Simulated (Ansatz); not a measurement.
Relaxation of CH8AlClSi2 (13 atoms, charge 0, multiplicity 1), to a largest force component of 0.02 eV/Å in at most 50 steps.

All numbers below come from RKS B3LYP/6-31G* (Ansatz).

```xyz
13
Properties=species:S:1:pos:R:3
Si -1.290 0.793 1.246
C 0.376 0.145 1.469
Al 0.771 -1.128 -0.012
Si 0.891 -0.389 -2.246
Cl -1.095 0.247 -2.803
H -1.667 1.734 2.365
H -1.363 1.619 -0.007
H -2.272 -0.246 1.166
H 1.119 0.995 1.503
H 0.435 -0.381 2.466
H 1.155 -2.645 0.369
H 1.232 -1.509 -3.096
H 1.728 0.731 -2.407
```

**Question.** Where does it end, and by what steps?

**Answer.** The forces met the threshold. The force dipped under the threshold on the way, but the program's further checks kept it going. After 42 steps the energy has fallen by 0.451 eV; Cl5 moved furthest, 1.73 Å.

```csv
step,energy less start (eV),largest force component (eV/Å),accepted
0,0.0000,2.373,yes
2,-0.4185,0.304,yes
4,-0.4282,0.084,yes
6,-0.4337,0.050,yes
8,-0.4378,0.090,yes
10,-0.4415,0.049,yes
12,-0.4445,0.038,yes
14,-0.4460,0.110,yes
16,-0.4470,0.030,yes
18,-0.4477,0.038,yes
20,-0.4481,0.035,yes
22,-0.4486,0.062,yes
24,-0.4489,0.043,yes
26,-0.4492,0.023,yes
28,-0.4495,0.027,yes
30,-0.4498,0.052,yes
32,-0.4500,0.021,yes
34,-0.4501,0.054,no
36,-0.4501,0.051,no
38,-0.4503,0.033,yes
40,-0.4504,0.024,yes
42,-0.4505,0.019,yes
```

```xyz
13
Properties=species:S:1:pos:R:3
Si -1.281 0.960 1.647
C 0.378 0.098 1.382
Al 0.402 -1.149 -0.134
Si 1.029 -0.391 -2.406
Cl -0.445 -1.036 -3.772
H -1.260 1.881 2.817
H -1.647 1.758 0.442
H -2.361 -0.042 1.869
H 1.139 0.879 1.250
H 0.620 -0.454 2.301
H -0.005 -2.673 0.073
H 2.325 -0.954 -2.887
H 1.128 1.088 -2.569
```

The run took 2.2 min on 2 threads of Intel(R) Xeon(R) Platinum 8488C (Sapphire Rapids), with other jobs on the host, peak memory 0.28 GiB.
